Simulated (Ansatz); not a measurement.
Reaction (silylene formation by 1,1-elimination): `N[SiH](F)[Si](N)(Cl)Cl` → `N[Si](F)(Cl)Cl` + `N[SiH]`

Calculated with Ansatz (gas phase, PBE0-D4/def2-TZVP geometries, no zero-point term in ΔE). CCSD(T)/CBS adds triple-zeta CCSD(T) − MP2 to the extrapolated MP2 energy (def2 sets, frozen cores). This one scheme is used for every species. Functionals use def2-TZVPP. Each species was taken in one conformer, which may not be the lowest.

`N[SiH](F)[Si](N)(Cl)Cl`:

Z-matrix (Å, degrees):
```
Si
F 1 1.613
Si 1 2.336 2 104.4
N 1 1.690 2 115.1 3 -117.7
H 1 1.481 2 105.6 3 122.5
N 3 1.693 1 110.8 2 32.5
Cl 3 2.051 1 112.8 2 152.9
Cl 3 2.079 1 106.2 2 -92.2
H 4 1.006 1 123.4 2 -83.2
H 4 1.007 1 121.9 2 80.6
H 6 1.007 3 122.2 1 168.4
H 6 1.008 3 119.5 1 -40.6
```

`N[Si](F)(Cl)Cl`:

```xyz
7

N     0.462   -0.688    0.708
Si   -0.215    0.373   -0.398
F     0.794    0.935   -1.483
Cl   -1.665   -0.582   -1.444
Cl   -0.926    1.999    0.583
H     0.593   -1.664    0.508
H     0.956   -0.373    1.525
```

`N[SiH]`:

```xyz
5

N     0.185    0.013   -0.533
Si    0.476    0.356    1.114
H    -0.648   -0.406   -0.916
H     0.866    0.222   -1.245
H    -0.880   -0.184    1.580
```

```csv
level,ΔE (eV)
r2SCAN,1.72
HF/CBS(def2),1.38
```

(1) What does CCSD(T)/CBS give? (Best estimate.)

Largest T1 diagnostic among the species: 0.015.

Results:

(1) The calculation gave: +1.63 eV. The listed levels differ from it by 0.09, -0.25 eV.

From PBE to PBE0 (25 % exact exchange), in def2-TZVPP and without D4, ΔE moves by +0.08 eV. In def2-TZVPP, CCSD(T) changes the Hartree–Fock value by +0.14 eV (the triples alone add +0.03 eV) and MP2 by +0.28 eV. The D4 term adds +0.21 eV with B3LYP and +0.12 eV with PBE0; it sums over pairs of atoms, weighted by their polarisabilities, and B3LYP, whose exchange is more repulsive, gets the larger term.

B3LYP here is the variant with VWN-RPA as its local correlation; programs differ in this.
